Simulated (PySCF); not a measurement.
## Polarisability and C₆ of B (boron, neutral)

[He] 2s2 2p1, 2P determinant. All numbers are calculated (PySCF 2.14, the spin-free X2C one-electron Hamiltonian (Gaussian nucleus), in aug-cc-pCVTZ-DK with one added diffuse shell each of s, p, d, f type (8s7p5d3f, 75 functions)). Coupled (time-dependent) response in atomic units; α is the mean over directions.

| method | mean α (bohr³) | α xx, yy, zz | C₆ (like pair) | S(−4) |
| --- | --- | --- | --- | --- |
| UHF | 22.21 | 20.47, 25.68, 20.47 | 106.3 | 421.4 |
| PBE | 23.84 | 20.85, 29.83, 20.85 | 116.6 | 423.8 |
| PBE0 | 22.61 | 20.17, 27.49, 20.17 | 109.9 | 348.7 |
| BP86 | 23.90 | 20.90, 29.91, 20.90 | 117.6 | 414.6 |
| M06-2X | 22.39 | 20.19, 26.79, 20.19 | 105.9 | 349.1 |

S(−4) is the Cauchy moment in α(ω) = α(0) + S(−4) ω² + …

Reference α: 20.5 ± 0.1 bohr³ (recommended; Schwerdtfeger and Nagle, table of static dipole polarizabilities (2023 update)). Published C₆: 99.50 (Chu and Dalgarno (2004); Tang, Norbeck and Certain (1976)).

α(iu) at PBE0:

| u (hartree) | α(iu) (bohr³) |
| --- | --- |
| 0 | 22.61 |
| 0.0500 | 21.79 |
| 0.100 | 19.75 |
| 0.200 | 14.79 |
| 0.300 | 10.74 |
| 0.500 | 5.993 |
| 0.750 | 3.357 |
| 1.00 | 2.130 |
| 1.50 | 1.078 |
| 2.00 | 0.6522 |
| 3.00 | 0.3164 |
| 5.00 | 0.1270 |

A single London oscillator, α(iu) = α/(1 + u²/ω²), gives C₆ = (3/4) ω α². Matching the computed C₆ needs ω = 4 × 109.9 / (3 × 22.61²) = 0.287 hartree.

The components differ because the open shell of this determinant is not spherical; for a pure term their mean is the scalar polarisability.
